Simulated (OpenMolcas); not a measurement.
P IV: effect of the active space

```json
{
 "Program": "OpenMolcas",
 "Method": "CASSCF or its RAS form",
 "Basis": "ANO-R2",
 "Scalar Hamiltonian": "X2C, finite nucleus",
 "Spin-orbit coupling": "RASSI with atomic mean-field integrals over the reference wave functions, term energies averaged over their components"
}
```

A. 2 electrons in 4 orbitals (3s 3p); 2S+1 = 3 even, 3 roots; 2S+1 = 1 even, 7 roots; 2S+1 = 3 odd, 3 roots; 2S+1 = 1 odd, 3 roots; cost of the order of 19 core-seconds
B. 2 electrons in 8 orbitals (3s 3p 4s 4p); 2S+1 = 3 even, 3 roots; 2S+1 = 1 even, 7 roots; 2S+1 = 3 odd, 3 roots; 2S+1 = 1 odd, 3 roots; cost about 29 core-seconds
C. 2 electrons in 9 orbitals (RAS2 3s 3p; RAS3 3d, at most 2 electrons); 2S+1 = 3 even, 3 roots; 2S+1 = 1 even, 7 roots; 2S+1 = 3 odd, 3 roots; 2S+1 = 1 odd, 3 roots; cost roughly 40 core-seconds

Energies in cm-1 above 3s2 1S0, the measured ground level; measured values from Martin, Zalubas and Musgrove, J. Phys. Chem. Ref. Data 14, 751 (1985).

```csv
Level,A,B,C,Measured
3s2 1S0,0.0,0.0,0.0,0.0
3s 3p 3P* 0,67052,67623,66012,67918
3s 3p 3P* 1,67250,67821,66209,68146
3s 3p 3P* 2,67652,68223,66608,68615
3s 3p 1P* 1,116433,116690,105957,
3p2 1D2,178548,179031,155613,158142
```

Deviations, from unrounded energies. A percentage is the sum of absolute deviations over the sum of measured energies, with the sign that they share, or ± where signs differ.

```tsv
Against measurement	Levels	A	B	C
mean absolute deviation (cm-1)	4	5800	5500	2100
other configurations (%)	4	±6.4	±6.0	-2.3
```

C lies closest to measurement on these levels and A furthest from it. The largest miss of C in the table is 3p2 1D2, by -2500 cm-1. The ranking rests on the paired levels alone, and a cruder setting can come out closer through cancelling errors.

Among A to C the level of the table that moves most is 3p2 1D2, by 23000 cm-1 (lowest in C, highest in B).

The ¹D term of p² mixes with s d, which this space lacks (holds for A; B). Active for correlation alone: 4p 4s; no level in the range computed is led by a configuration that fills them, so any true level of that kind is missing (holds for B). Active for correlation alone: 3d; no level in the range computed is led by a configuration that fills it, so any true level of that kind is missing (holds for C). Some terms mix strongly with configurations of 3d, whose occupation reaches 0.28 (3p2 1D) (holds for C). Computed and measured levels are paired by configuration, term and J; levels that our copy of the source lacks, or whose pairing is in doubt (as where it misses far off the trend of its configuration), stay unpaired and out of the deviations. Levels of configurations outside the active space are missing. The table leaves out levels that lie high or whose names do not pair safely across all columns.

* marks odd parity.
